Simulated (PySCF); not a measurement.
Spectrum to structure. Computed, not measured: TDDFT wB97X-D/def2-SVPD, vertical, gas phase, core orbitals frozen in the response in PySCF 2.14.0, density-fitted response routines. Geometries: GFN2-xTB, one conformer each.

```csv
state,E (eV),λ (nm),f
S1,6.36,194.9,0.0008
S2,7.24,171.2,0.036
S3,7.28,170.2,0.031
S4,7.64,162.2,0.0020
S5,7.75,160.0,0.012
S6,7.84,158.2,0.0006
S7,8.09,153.3,0.023
S8,8.29,149.5,0.034
```

Triplets computed (Tamm–Dancoff): 6.11, 7.06, 7.11 eV.

Task: Which candidate is it? All have the formula C2H13NSi3.
A. `CN[SiH2][SiH2]C[SiH3]`
B. `N([SiH2][SiH2][SiH3])(C)C`
C. `C[SiH](C)N([SiH3])[SiH3]`

Result: C. Its S1, at 6.36 eV, is the highest among the candidates; the nearest of the others has S1 at 5.48 eV. S1 is HOMO→LUMO (92%). Löwdin shares by element: HOMO nitrogen 48%, silicon 23% (atoms not listed hold the other 29%); LUMO silicon 48%, nitrogen 7% (atoms not listed hold the other 46%). At the same level the other candidates give, for their lowest levels:
- `CN[SiH2][SiH2]C[SiH3]`: 5.48 eV (f 0.004); 6.45 eV (f 0.019); 6.80 eV (f 0.013); 6.95 eV (f 0.024); 7.06 eV (f 0.008); T1 5.26 eV; HOMO -8.60, LUMO 1.26 eV
- `CN(C)[SiH2][SiH2][SiH3]`: 4.95 eV (f 0.018); 5.32 eV (f 0.005); 6.23 eV (f 0.077); 6.35 eV (f 0.007); 6.80 eV (f 0.013); T1 4.64 eV; HOMO -8.04, LUMO 1.09 eV

Shape of the structure used: `[CH3:1][SiH:2]([CH3:3])[N:4]([SiH3:5])[SiH3:6]`: C1–Si2–N4–Si5 177°.
